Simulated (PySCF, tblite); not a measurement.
Compound: C4H6FNSi.
Atom-mapped SMILES: `[N:1]#[C:2][CH2:3]/[C:4]([F:5])=[CH:6]\[SiH3:7]` (hydrogens: H8, H9 on C3; H10 on C6; H11, H12, H13 on Si7)

Jobs on this species (13 atoms, 60 electrons) with PySCF (density fitting) and tblite. Hardware of each: an Arm Neoverse N1 with one thread, no GPU, on a shared host. Times come from a shared host and carry two figures at best.

```csv
level and settings,work,basis functions,SCF cycles,wall time
GFN2-xTB,Hessian by finite differences,–,–,0.57 s
PBE0/pcSseg-1,"shieldings, charges and field gradients",156,?,?
wB97X-D/def2-SVPD,"8 singlets by full TDDFT, 3 Tamm–Dancoff triplets, polarisability, density and orbital grids written",195,?,?
GFN2-xTB,L-BFGS relaxation,–,–,0.75 s
```

Question: Fill in the missing figures.

Answer: 
- PBE0/pcSseg-1; shieldings, charges and field gradients: 31 s, 14 SCF cycles
- wB97X-D/def2-SVPD; 8 singlets by full TDDFT, 3 Tamm–Dancoff triplets, polarisability, density and orbital grids written: 70 s, 14 SCF cycles

Question: What do all jobs in the table cost together?

Answer: About 1.7 min; the longest takes about 68 % of that, and about 120 times as long as the shortest.
